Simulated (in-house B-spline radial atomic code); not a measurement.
## Mn6+: [Ar] 3d1

Method: non-relativistic B97-1, spin-polarised, spherical fractional occupations, point nucleus. Calculated with a B-spline radial code for spherical atoms.

Z_r = [3n² - l(l+1)]/(2<r>); Z_e = n√(-2ε); the last column is Slater's effective charge. Values are occupation-weighted means over spin.

| shell | electrons | ε (eV) | <r> (bohr) | Z_r | Z_e | Slater |
| --- | --- | --- | --- | --- | --- | --- |
| 1s | 2 | -6522.9 | 0.06157 | 24.36 | 21.90 | 24.70 |
| 2s | 2 | -862.01 | 0.2818 | 21.29 | 15.92 | 20.85 |
| 2p | 6 | -754.57 | 0.2479 | 20.17 | 14.89 | 20.85 |
| 3s | 2 | -192.55 | 0.8136 | 16.59 | 11.29 | 13.75 |
| 3p | 6 | -159.97 | 0.8339 | 14.99 | 10.29 | 13.75 |
| 3d | 1 | -105.83 | 0.8619 | 12.18 | 8.37 | 7.00 |

The least bound orbital is 3d up at -105.8 eV, and it is also the most diffuse (<r> = 0.8619 bohr).

The density falls to 0.001 bohr⁻³ at 2.193 bohr; Σ<r²> = 7.893 bohr² gives, by the non-relativistic formula and without the paramagnetism of open shells, a Langevin diamagnetic susceptibility of -6.251×10⁻⁶ cm³/mol.

Caution: exact exchange at fractional occupations of open shells leaves self-interaction of up to several eV.
